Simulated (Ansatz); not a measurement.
An input meant for GeH2(OiPr)2 (C6H16GeO2) (charge 0, singlet).

```yaml
crystal:
  periodic: [false, false, false]
  atoms:
    - {symbol: Ge, position_ang: [1.375999, 0.018033, 1.048948]}
    - {symbol: H, position_ang: [1.233724, 0.392157, 2.544929]}
    - {symbol: H, position_ang: [2.780984, -0.351533, 0.512715]}
    - {symbol: O, position_ang: [0.884302, 1.401478, 0.014120]}
    - {symbol: C, position_ang: [-0.267481, 2.187202, 0.361594]}
    - {symbol: C, position_ang: [-1.289181, 2.090418, -0.769360]}
    - {symbol: C, position_ang: [0.188394, 3.621673, 0.622389]}
    - {symbol: H, position_ang: [-0.739516, 1.790672, 1.295068]}
    - {symbol: H, position_ang: [-0.836641, 2.439816, -1.719964]}
    - {symbol: H, position_ang: [-2.183925, 2.710025, -0.556826]}
    - {symbol: H, position_ang: [-1.617526, 1.041673, -0.907114]}
    - {symbol: H, position_ang: [0.911501, 3.656352, 1.461408]}
    - {symbol: H, position_ang: [0.690226, 4.028632, -0.279366]}
    - {symbol: H, position_ang: [-0.669481, 4.277781, 0.873871]}
    - {symbol: O, position_ang: [0.251072, -1.368960, 0.853339]}
    - {symbol: C, position_ang: [0.300350, -2.175191, -0.335164]}
    - {symbol: C, position_ang: [-1.073950, -2.151306, -1.000362]}
    - {symbol: C, position_ang: [0.741022, -3.585412, 0.053664]}
    - {symbol: H, position_ang: [1.046113, -1.757102, -1.056455]}
    - {symbol: H, position_ang: [-1.843928, -2.521991, -0.293099]}
    - {symbol: H, position_ang: [-1.092376, -2.789629, -1.906865]}
    - {symbol: H, position_ang: [-1.344964, -1.119180, -1.296836]}
    - {symbol: H, position_ang: [1.749123, -3.568137, 0.513712]}
    - {symbol: H, position_ang: [0.033729, -4.011406, 0.794529]}
    - {symbol: H, position_ang: [0.772421, -4.256086, -0.828897]}
basis:
  gaussian: {orbitals: cc-pVDZ}
hamiltonian: {xc: {name: wB97X-D}}
scf: {omitted_lower_state_checks: [starts]}
output: {forces: true}
```

```sh
$ ansatz run in.yaml --threads 2 --pin off --events-out ev --progress --plain --max-ram 22528MiB --backend cuda --devices 0, --max-vram 18GiB
```

Output, abridged:

```
Error: YAML parse error: error: line 31 column 19: hamiltonian.xc: no functional is named "wB97X-D"; the names, which are not case-sensitive, are SVWN5, SPW92, PBE, PBE0, PBEsol, revPBE, revPBE0, RPBE, rPW86-PBE, HSE06, wPBEh, LC-wPBE, HISS, HF, BLYP, B3LYP, B3LYP5, BHLYP, CAM-B3LYP, r2SCAN, r2SCANh, r2SCAN0, r2SCAN50, m-r2SCAN, B97, wB97, wB97X, wB97X-V, B97M-V, wB97M-V, B2PLYP, B2GP-PLYP, PBE0-DH, PBE-QIDH
29 | basis:
30 |   gaussian: {orbitals: cc-pVDZ}
31 | hamiltonian: {xc: {name: wB97X-D}}
32 | scf: {omitted_lower_state_checks: [starts]}
33 | output: {forces: true}
```

In this input the method's name isn't one that the program takes here. The input was rejected before any iteration.
